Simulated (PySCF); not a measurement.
Sn(H)(Cl)(NH2)2 (ClH₅N₂Sn), SMILES [NH2][SnH]([NH2])[Cl]. Geometry: PBE-D3(BJ)/def2-SVP. The structure was generated by enumeration; whether it is a known compound was not checked. The def2 effective core potentials stand for the cores of Sn; spin–orbit coupling is left out. One conformer was computed; it need not be the lowest.

Give the equilibrium geometry at PBE-D3(BJ)/def2-SVP (PySCF confirms it by a frequency run) as bond lengths and angles. (The exact figures need the calculation; the answer reports its results.)

Several could match; the one computed here: 
Atoms: Sn1 N2 N3 Cl4 H5 H6 H7 H8 H9. Bond lengths (Å): Sn1–N2 2.056, Sn1–N3 2.055, Sn1–Cl4 2.405, Sn1–H5 1.722, N2–H6 1.030, N2–H7 1.030, N3–H8 1.030, N3–H9 1.030. Bond angles (°): N2–Sn1–N3 105.7, N2–Sn1–Cl4 111.9, N2–Sn1–H5 110.8, N3–Sn1–Cl4 109.2, N3–Sn1–H5 111.8, Cl4–Sn1–H5 107.5, Sn1–N2–H6 110.4, Sn1–N2–H7 110.5, H6–N2–H7 106.0, Sn1–N3–H8 109.0, Sn1–N3–H9 110.7, H8–N3–H9 106.3.
